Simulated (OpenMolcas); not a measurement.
A calculation on C²⁺.

```
Program             : OpenMolcas
Method              : MS-RASPT2, IPEA 0.25 Eh, imaginary shift 0.1 Eh (closed shells correlated: 1s)
Basis               : ANO-RCC-VTZP [4s3p2d1f]
Scalar Hamiltonian  : DKH2, point nucleus
Active space        : 2 electrons in 9 orbitals (RAS2 2s 2p; RAS3 3d, at most 2 electrons)
State averaging     : 2S+1 = 3 even, 3 roots; 2S+1 = 1 even, 7 roots; 2S+1 = 3 odd, 3 roots; 2S+1 = 1 odd, 3 roots
Spin-orbit coupling : RASSI with atomic mean-field integrals over the reference wave functions, term energies averaged over their components
```

**Question.** Which level of the active space comes out lowest?

**Answer.** 2s² ¹S₀, with 100 % of that term; it is also the measured ground level.

**Question.** How high does 2p² ¹S₀ lie?

**Answer.** 22.875 eV above the lowest level; measured 22.6296 eV above the ground level, so the calculation is off by +1 %.

**Question.** How high does 2s 2p ³P°₀ lie?

**Answer.** 6.478 eV above the lowest level; measured 6.4927 eV above the ground level, so the calculation is off by 0 %.

**Question.** How high does 2p² ³P₂ lie?

**Answer.** 17.073 eV above the lowest level; measured 17.0481 eV above the ground level, so the calculation is off by 0 %.

Measured values: Moore, Selected Tables of Atomic Spectra, NSRDS-NBS 3, section 3.

Active for correlation alone: 3d; no level in the range computed is led by a configuration that fills it, so any true level of that kind is missing. Computed and measured levels are paired by configuration, term and J; levels that our copy of the source lacks, or whose pairing is in doubt (as where it misses far off the trend of its configuration), stay unpaired and out of the deviations. Levels of configurations outside the active space are missing.

° marks odd parity.
